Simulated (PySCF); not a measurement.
C6H10, SMILES C=C[C@H]1C[C@H]1C. Geometry optimised at B3LYP-D3(BJ)/def2-SVP. Other conformers were not sampled.

Computed with PySCF with B3LYP-D3(BJ)/def2-SVP.

Harmonic wavenumbers (cm⁻¹): 81, 190, 220, 267, 359, 437, 546, 676, 766, 804, 854, 920, 932, 940, 1003, 1027, 1062, 1085, 1109, 1111, 1141, 1189, 1229, 1314, 1370, 1394, 1417, 1438, 1463, 1469, 1491, 1716, 3026, 3096, 3117, 3120, 3122, 3128, 3137, 3142, 3211, 3231. Rotational constants (GHz): 5.461, 2.797, 2.368; symmetry number 1.

### Question
Work out the zero-point energy and the ideal-gas rigid-rotor harmonic-oscillator thermochemistry at 298.15 K and 1 atm.

### Answer
ZPE = ½ Σ hcν = ½ × 62350 cm⁻¹ = 89.13 kcal/mol. H − E(el) = 93.98 kcal/mol. Entropy in cal/(mol K): translation 39.13, rotation 26.59, vibration 14.21, total 79.93. G − E(el) = 70.15 kcal/mol. Cp = 26.94 cal/(mol K). Modes under 150 cm⁻¹ make the vibrational entropy uncertain.
